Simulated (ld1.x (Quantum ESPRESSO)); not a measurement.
# Transferability test, TM semilocal potential for N

ld1.x (Quantum ESPRESSO) 7.5 input, shortened:

```
&input
   title='N', zed=7., rel=1, dft='PBE', iswitch=3,
   config='[He] 2s2 2p2.5 3d-2'
 /
 &inputp
   pseudotype=1, tm=.true., lloc=2,
   nlcc=.true., new_core_ps=.true., rcore=0.45
 /
3
2S  1  0   2.00   0.00  0.90  0.90  0.0
2P  2  1   2.50   0.00  1.95  1.95  0.0
3D  3  2  -2.00   0.15  1.60  1.60  0.0
 &test
   configts(1)='2s2 2p2.5'
 /
```

Energies are relative to the spin-unpolarised reference configuration 2s2 2p2.5; without spin polarisation the order of configurations can differ from experiment.

| valence configuration | charge | ΔE all-electron (eV) | error AE − PS (meV) |
| --- | --- | --- | --- |
| 2s2 2p3 | 0 | -5.093 | 0.0 |
| 2s2 2p2 | +1 | 8.498 | +9.0 |
| 2s2 2p1 | +2 | 37.352 | +244 |
| 2s2 2p3.3 | -0.3 | -6.713 | -3.9 |
| 2s1 2p0 | +4 | 162.253 | +2235 |

**Question.** What are ΔE and the potential's error for 2s1 2p3?

**Answer.** ΔE = 20.279 eV all-electron; the error (AE − PS) is -56 meV.

**Question.** What are ΔE and the potential's error for 2s2 2p0?

**Answer.** ΔE = 84.434 eV all-electron; the error (AE − PS) is +1330 meV.
